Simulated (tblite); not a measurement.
Species: C4H8BO2 (charge +1).
Numbering: `[CH2:1]=[CH:2][C+:3]([CH3:4])[B:5]([OH:6])[OH:7]` (hydrogens: H8, H9 on C1; H10 on C2; H11, H12, H13 on C4; H14 on O6; H15 on O7)
Bond orders are those of one Lewis drawing.

Computed with GFN2-xTB (tblite), gas phase: L-BFGS steps from a force-field or distance-geometry start until the largest atomic force falls under 0.01 eV/Å.

Step 18: E = -587.2651 eV
```
atom  x, y, z in Å  |  force x, y, z in eV/Å
C1     -1.8436   -1.1645    1.0995    0.182   0.000  -0.026
C2     -0.5318   -0.9043    0.8778    0.074   0.064  -0.116
C3     -0.0465   -0.0897   -0.1785   -0.297   0.159   0.110
C4     -0.8523    0.3687   -1.2935   -0.006   0.014   0.044
B5      1.4606    0.5076   -0.0307    0.018  -0.122  -0.124
O6      1.8252    1.3074   -1.0336   -0.081  -0.143   0.077
O7      2.1051    0.0857    1.0560   -0.053  -0.031  -0.084
H8     -2.1522   -1.6689    2.0057   -0.047  -0.007  -0.168
H9     -2.6111   -0.8360    0.4094    0.002  -0.045   0.176
H10     0.2232   -1.2159    1.5939   -0.151  -0.019  -0.038
H11    -0.2554    0.9189   -2.0160    0.052  -0.053  -0.037
H12    -1.4759   -0.3798   -1.7875    0.054  -0.074   0.158
H13    -1.5618    1.0836   -0.8543   -0.043   0.061  -0.070
H14     2.6972    1.6889   -1.1143    0.138   0.068   0.092
H15     3.0150    0.3065    1.2441    0.157   0.128   0.007
```

Step 19: E = -587.2759 eV
```
atom  x, y, z in Å  |  force x, y, z in eV/Å
C1     -1.8450   -1.1621    1.1011    0.100  -0.064  -0.042
C2     -0.5329   -0.9012    0.8750    0.015   0.047  -0.013
C3     -0.0507   -0.0757   -0.1732   -0.272   0.021   0.092
C4     -0.8557    0.3708   -1.2918   -0.018   0.033   0.023
B5      1.4618    0.5062   -0.0316    0.039  -0.020  -0.059
O6      1.8326    1.3103   -1.0281   -0.108  -0.145  -0.002
O7      2.1134    0.0957    1.0552   -0.092  -0.107  -0.063
H8     -2.1602   -1.6776    2.0022    0.036   0.040  -0.221
H9     -2.6221   -0.8409    0.4141    0.092  -0.016   0.209
H10     0.2248   -1.2234    1.5850   -0.177   0.013  -0.040
H11    -0.2494    0.9082   -2.0164   -0.008  -0.026  -0.049
H12    -1.4824   -0.3835   -1.7755    0.103  -0.069   0.149
H13    -1.5743    1.0861   -0.8677    0.003   0.086  -0.069
H14     2.7092    1.6822   -1.1016    0.144   0.076   0.082
H15     3.0265    0.3131    1.2315    0.142   0.130   0.002
```

Step 20: E = -587.2848 eV
```
atom  x, y, z in Å  |  force x, y, z in eV/Å
C1     -1.8437   -1.1618    1.1013   -0.012  -0.100  -0.050
C2     -0.5334   -0.8984    0.8721   -0.047   0.028   0.077
C3     -0.0586   -0.0608   -0.1665   -0.117  -0.084   0.029
C4     -0.8593    0.3734   -1.2906   -0.028   0.051   0.010
B5      1.4621    0.5037   -0.0332    0.037   0.070   0.019
O6      1.8392    1.3102   -1.0244   -0.082  -0.108  -0.075
O7      2.1207    0.1015    1.0529   -0.072  -0.144  -0.033
H8     -2.1661   -1.6842    1.9955    0.094   0.023  -0.182
H9     -2.6287   -0.8450    0.4223    0.108   0.035   0.164
H10     0.2219   -1.2301    1.5786   -0.130   0.030  -0.021
H11    -0.2455    0.8992   -2.0182   -0.054  -0.009  -0.045
H12    -1.4853   -0.3886   -1.7633    0.116  -0.064   0.129
H13    -1.5840    1.0904   -0.8802    0.022   0.111  -0.075
H14     2.7197    1.6770   -1.0884    0.099   0.055   0.070
H15     3.0365    0.3216    1.2203    0.068   0.106  -0.017
```

Q: Estimate the geometry and energy of step 21. (The exact step hangs on the optimiser's Hessian estimate; all steps are aligned on step 20, rigid shifts and turns removed.)

A: E = -587.2910 eV, largest force 0.187 eV/Å
```
atom  x, y, z in Å  |  force x, y, z in eV/Å
C1     -1.8417   -1.1629    1.1003   -0.077  -0.097  -0.045
C2     -0.5341   -0.8950    0.8715   -0.074   0.012   0.104
C3     -0.0650   -0.0514   -0.1618    0.058  -0.112  -0.031
C4     -0.8621    0.3772   -1.2891   -0.025   0.048   0.007
B5      1.4640    0.4994   -0.0360   -0.001   0.108   0.064
O6      1.8443    1.3057   -1.0254   -0.105  -0.088  -0.093
O7      2.1265    0.0998    1.0488   -0.112  -0.148  -0.021
H8     -2.1682   -1.6886    1.9872    0.105  -0.042  -0.076
H9     -2.6307   -0.8466    0.4308    0.051   0.089   0.064
H10     0.2172   -1.2335    1.5758   -0.056   0.032   0.011
H11    -0.2438    0.8937   -2.0204   -0.078  -0.003  -0.032
H12    -1.4839   -0.3936   -1.7520    0.095  -0.058   0.101
H13    -1.5901    1.0962   -0.8894    0.024   0.119  -0.079
H14     2.7233    1.6771   -1.0778    0.117   0.050   0.048
H15     3.0397    0.3305    1.2157    0.079   0.089  -0.022
```

The energy changes by -0.0062 eV. The first-order estimate −F·Δx gives -0.0089 eV and the mean of the old and new forces, exact on a quadratic surface, -0.0062 eV. The step makes an angle of 61° with the force vector and moves no atom by more than 0.012 Å.

What follows is the cost of the whole relaxation. Time: 0.76 s. Hardware: one thread of an Arm Neoverse V1, shared host with 32 logical CPUs at a one-minute load of 29.
